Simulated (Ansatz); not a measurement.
The cluster Li8Al⁻. Charge -1, multiplicity 1. Geometry r2SCAN-D4/def2-TZVPD.

```tsv
atom	x (Å)	y (Å)	z (Å)
Li1	1.848	0.406	-1.414
Li2	1.499	2.923	0.391
Li3	1.903	-2.723	-0.968
Li4	-1.229	2.592	1.685
Li5	-0.541	-1.144	-1.423
Li6	0.588	-0.332	1.116
Li7	-2.276	-0.137	0.605
Li8	-1.300	-3.146	0.600
Al9	-0.491	1.562	-0.591
```

At HF/def2-TZVPD the restricted singlet is unstable: a solution with broken spin symmetry lies lower. The restricted singlet is unstable towards broken spin symmetry at other levels; at B97M-V/def2-TZVPD, r2SCANh-D4/def2-TZVPD, PBE0-D4/def2-TZVPD, r2SCAN0-D4/def2-TZVPD this wasn't settled. At B97M-V/def2-TZVPD, r2SCANh-D4/def2-TZVPD the highest occupied level of the charge -1 singlet lies above zero (up to 0.25 eV). The electron is either unbound and held by the finite basis, or the level is raised by self-interaction error. The geometry of the singlet was relaxed on an unsound state (restricted singlet, unstable towards broken spin symmetry at other levels and untested here). The structure comes from a short search, and lower isomers may exist.

Estimate the orbital energies around the gap (eV) in Ansatz with HF/def2-TZVPD, B97M-V/def2-TZVPD, r2SCANh-D4/def2-TZVPD, PBE0-D4/def2-TZVPD, r2SCAN0-D4/def2-TZVPD.


| orbital | HF/def2-TZVPD | B97M-V/def2-TZVPD | r2SCANh-D4/def2-TZVPD | PBE0-D4/def2-TZVPD | r2SCAN0-D4/def2-TZVPD |
| --- | --- | --- | --- | --- | --- |
| HOMO−5 | -8.26 | -4.55 | -4.96 | -5.44 | -5.58 |
| HOMO−4 | -3.68 | -1.45 | -1.78 | -2.11 | -2.17 |
| HOMO−3 | -2.72 | -0.96 | -1.20 | -1.48 | -1.52 |
| HOMO−2 | -2.04 | -0.72 | -0.91 | -1.15 | -1.18 |
| HOMO−1 | -1.20 | -0.04 | -0.22 | -0.43 | -0.46 |
| HOMO | -0.92 | 0.25 | 0.05 | -0.18 | -0.18 |
| LUMO | 2.34 | 0.51 | 0.72 | 0.91 | 0.94 |
| LUMO+1 | 2.63 | 0.78 | 1.01 | 1.21 | 1.24 |
| LUMO+2 | 2.69 | 0.92 | 1.20 | 1.38 | 1.42 |
| LUMO+3 | 2.84 | 0.95 | 1.22 | 1.40 | 1.44 |
| LUMO+4 | 2.90 | 1.16 | 1.43 | 1.58 | 1.64 |
| LUMO+5 | 3.14 | 1.32 | 1.65 | 1.79 | 1.86 |
